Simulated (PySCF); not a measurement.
**Zr(OH)3: fields on a plane**

Method: PySCF, UPBE0, basis Zr def2-TZVP with ECP28, O def2-TZVP, H def2-TZVP (scalar-relativistic core potentials, no spin–orbit coupling, density fitting).

The doublet minimum has O–H 0.952 Å (×3), Zr–O 1.926 Å (×3); H–O–Zr 176.0° (×3), O–Zr–O 120.0° (×3).

The plane holds Zr1 at (0.00, 0.00), O2 at (1.93, 0.00), O3 at (-0.96, 1.67), O4 at (-0.96, -1.67), H5 at (2.88, 0.07), H6 at (-1.49, 2.46), H7 at (-1.38, -2.52) Å. Columns run from x = -3.45 to 5.25 Å, rows from y = 4.65 (top) to -4.65 Å, in steps of 0.3 Å. Other isomers or separated fragments may lie lower. Core electrons replaced by a potential are absent, the electrostatic potential uses the reduced nuclear charge, and values within about 0.7 Å of such atoms have no physical meaning.

Give the spin density (e/Å³) (cut at ±0.5 e/Å³). Every second row and column.


```
 0.00  0.00  0.00  0.00  0.00  0.00  0.00  0.00  0.00  0.00  0.00  0.00  0.00  0.00  0.00
 0.00  0.00  0.00  0.00  0.00  0.00  0.00  0.00  0.00  0.00  0.00  0.00  0.00  0.00  0.00
 0.00  0.00  0.00  0.00  0.00  0.00  0.00  0.00  0.00  0.00  0.00  0.00  0.00  0.00  0.00
 0.00  0.00  0.00  0.00  0.00  0.00  0.00  0.00  0.00  0.00  0.00  0.00  0.00  0.00  0.00
 0.00  0.00  0.00  0.00  0.00  0.00  0.00  0.00  0.00  0.00  0.00  0.00  0.00  0.00  0.00
 0.00  0.00  0.00  0.00 -0.02 -0.01  0.00  0.00  0.00  0.00  0.00  0.00  0.00  0.00  0.00
 0.00  0.00  0.00  0.00  0.00  0.01  0.02  0.00  0.00  0.00  0.00  0.00  0.00  0.00  0.00
 0.00  0.00  0.00  0.00  0.01  0.15  0.19  0.05  0.00 -0.01  0.00  0.00  0.00  0.00  0.00
 0.00  0.00  0.00  0.00  0.02  0.19  0.02  0.09  0.00 -0.02  0.00  0.00  0.00  0.00  0.00
 0.00  0.00  0.00  0.00  0.00  0.06  0.09  0.02  0.00  0.00  0.00  0.00  0.00  0.00  0.00
 0.00  0.00  0.00  0.00 -0.01  0.00  0.00  0.00  0.00  0.00  0.00  0.00  0.00  0.00  0.00
 0.00  0.00  0.00  0.00  0.00  0.00  0.00  0.00  0.00  0.00  0.00  0.00  0.00  0.00  0.00
 0.00  0.00  0.00  0.00  0.00  0.00  0.00  0.00  0.00  0.00  0.00  0.00  0.00  0.00  0.00
 0.00  0.00  0.00  0.00  0.00  0.00  0.00  0.00  0.00  0.00  0.00  0.00  0.00  0.00  0.00
 0.00  0.00  0.00  0.00  0.00  0.00  0.00  0.00  0.00  0.00  0.00  0.00  0.00  0.00  0.00
 0.00  0.00  0.00  0.00  0.00  0.00  0.00  0.00  0.00  0.00  0.00  0.00  0.00  0.00  0.00
```

Give the electrostatic potential (V) (cut at 20 V). Lower edges of the bins (V): '0' -1.06, '1' -0.94, '2' -0.74, '3' -0.43, '4' 0.07, '5' 0.85, '6' 2.10, '7' 4.07, '8' 7.20, '9' 12.15; top 20.0.


```
444444444444333333333333333333
444444444443333333333333333333
444445544443333333333333333333
444555555443333333333333333333
444556665443333333333333333333
445566776543222333333333333333
445568997532122333333333334444
445568998641012333333333444444
444568999973023333333333444444
444456999995334433223334444444
333345899997555543223344444444
333223799998776642123444444444
333212579999998753334555554444
333223468999999866776666555444
333334578999999989999987655444
333335679999999999999998655444
333335679999999999999997655444
333334578999999989998876655444
332222468999999866765565554444
332101579999998753223444444444
332103799998776642002344444444
333225899997555542112334444444
333346899995344433222333444444
444457999974123333223333334444
444568999753122333333333333344
444567998643223333333333333333
444566777643333333333333333333
444556666544333333333333333333
444455555544333333333333333333
444445554444433333333333333333
444444444444433333333333333333
444444444444433333333333333333
```

Open d and f shells are described by one determinant, and the ground state may have another occupation or spin.
